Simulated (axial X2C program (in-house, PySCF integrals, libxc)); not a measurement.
**Testing model relations on SrCo⁺**

A bond curve at the PBE0 level, with spin–orbit coupling, was computed with an axial X2C code built on PySCF integrals (basis Sr dyall-v3z [13s12p8d3f], Co dyall-v3z [9s10p6d3f2g] (cores contracted in-house)) for the state Ω = 3 (⟨Sz⟩ = 1.00, ⟨Lz⟩ = 2.00 at PBE0). Its fit gives Re = 2.7768 Å, ωe = 168.5 cm⁻¹, ωexe = 0.445 cm⁻¹ and αe = 2.194e-04 cm⁻¹; the masses are 87.9056 and 58.9332 u. Two-component means X2C with spin–orbit coupling and atomic mean-field Coulomb and Gaunt terms.

(1) Find the reduced mass, Be and the force constant.

(2) Estimate the centrifugal constant by the Kratzer relation.

(3) A Morse curve ties αe to the other constants (Pekeris). How well does that hold?

(4) Where do the fundamental and the first overtone lie?

Occupations by symmetry block were frozen at the best pattern of an incomplete PBE0 search. Density functionals use the spin component along the axis (collinear). Without a current term, density functionals place determinants with orbital angular momentum somewhat too high. With several unpaired electrons one determinant need not be a pure state. The lowest spin-free determinant has another configuration (M_S = 1, Λ = 3), so the order of states is uncertain and this need not be the ground state.

Results:

(1) From the PBE0 values: μ = 35.2806 u. Be = 16.8576/(μ Re²) = 0.06197 cm⁻¹. k = 5.8918×10⁻⁷ μ ωe² = 0.59 mdyn/Å.

(2) D = 4Be³/ωe² = 3.35e-08 cm⁻¹.

(3) αe(Morse) = 6Be²/ωe × (√(ωexe/Be) − 1) = 2.297e-04 cm⁻¹; the PBE0 curve gives 2.194e-04 cm⁻¹, a ratio of 1.05.

(4) ν(1←0) = ωe − 2ωexe = 167.6 cm⁻¹; ν(2←0) = 2ωe − 6ωexe = 334.3 cm⁻¹.
